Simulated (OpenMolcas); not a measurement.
# Co2+ in a point-charge field

Co2+ among 6 point charges of -2.2 e arranged as a trigonal antiprism (D3d), 2.26 Å from the ion, with a polar angle of 50.9° against the regular 54.74°. The active orbitals were held to one l.
```
   0.0000    1.7540    1.4252  -2.20
  -1.5190   -0.8770    1.4252  -2.20
   1.5190   -0.8770    1.4252  -2.20
   0.0000   -1.7540   -1.4252  -2.20
   1.5190    0.8770   -1.4252  -2.20
  -1.5190    0.8770   -1.4252  -2.20
```

- Program: OpenMolcas
- Method: CASSCF
- Basis: ANO-RCC-VDZP [5s4p2d1f]
- Scalar Hamiltonian: DKH2, point nucleus
- Active space: 7 electrons in 5 orbitals (3d)
- State averaging: 2S+1 = 4 even, 10 roots; 2S+1 = 2 even, 40 roots
- Spin-orbit coupling: state interaction with AMFI integrals over the reference wave functions

The lowest spin-free states (labels of D3, the rotations of D3d), above the lowest:

```
State  Degeneracy  E (cm-1)  Free-ion L (%)
  4A2           1       0.0          F (98)
   4E           2     309.2         F (100)
  4A1           1      2318         F (100)
   4E           2      3326         F (100)
  4A2           1      6252          F (98)
   2E           2     18699          G (76)
  4A2           1     19178          P (96)
  2A1           1     19748          G (96)
   2E           2     20008          G (93)
  2A2           1     20112          G (80)
   2E           2     20452          G (92)
  2A1           1     21303          G (99)
   4E           2     22120          P (99)
   2E           2     25145          P (50)
  2A2           1     25352          H (70)
   2E           2     25599          H (90)
  2A2           1     26469          H (59)
   2E           2     26733          H (59)
  2A1           1     27036          H (89)
   2E           2     28433          D (47)
```

The lowest levels with spin-orbit coupling:

```tsv
E (cm-1)	Degeneracy	Label	2S+1	g
0.0	2	E1/2	4	4.53 4.72 4.72
229.5	2	E3/2	4	0.00 0.00 6.85
405.0	2	E1/2	4	1.19 3.11 3.11
895.0	2	E1/2	4	0.84 2.37 2.37
903.3	2	E3/2	4	0.00 0.00 1.28
1196	2	E1/2	4	0.15 0.15 2.41
2911	2	E1/2	4	1.44 3.59 3.59
2975	2	E3/2	4	0.00 0.00 4.34
3745	2	E1/2	4	0.64 0.64 6.33
3844	2	E3/2	4	0.00 0.00 3.31
3895	2	E1/2	4	0.17 2.71 2.71
4054	2	E1/2	4	2.54 2.54 2.84
6900	2	E3/2	4	0.00 0.00 5.02
6944	2	E1/2	4	1.69 2.96 2.96
18954	2	E1/2	2	1.33 2.35 2.35
19189	2	E3/2	2	0.00 0.00 2.97
19612	2	E3/2	4	0.00 0.00 5.77
19637	2	E1/2	4	1.99 4.18 4.18
20128	2	E1/2	2	0.60 0.60 0.88
20249	2	E3/2	2	0.00 0.00 1.96
```

Powder χT (cm3 K/mol): 2.06 at 2 K, 2.16 at 10 K, 2.68 at 50 K, 3.25 at 100 K, 3.81 at 200 K, 4.01 at 300 K. The effective moment at 300 K is 2.828 √(χT) = 5.66 μB.

The lowest level has 2S+1 = 4, for which the spin-only value is χT = S(S+1) / 2 = 1.875 cm3 K/mol (g = 2). The computed 4.009 at 300 K differs by +2.134, through orbital momentum, spin-orbit coupling and any other state in reach.

Spin-orbit coupling mixes the spin-free states strongly: the lowest level takes only 53 % from its leading state, 4E, which lies 309 cm-1 above the lowest spin-free state. Without dynamic correlation the repulsion within the d shell is too large (B by tens of per cent), so at a given field states of lower spin stand too high. This is an electrostatic model: the charges have no orbitals. No measured value stands beside these numbers.

The RASSCF and RASSI steps took 13 s on 1 thread of Intel(R) Xeon(R) Platinum 8488C (Sapphire Rapids), on a shared host; the integral step is not counted.
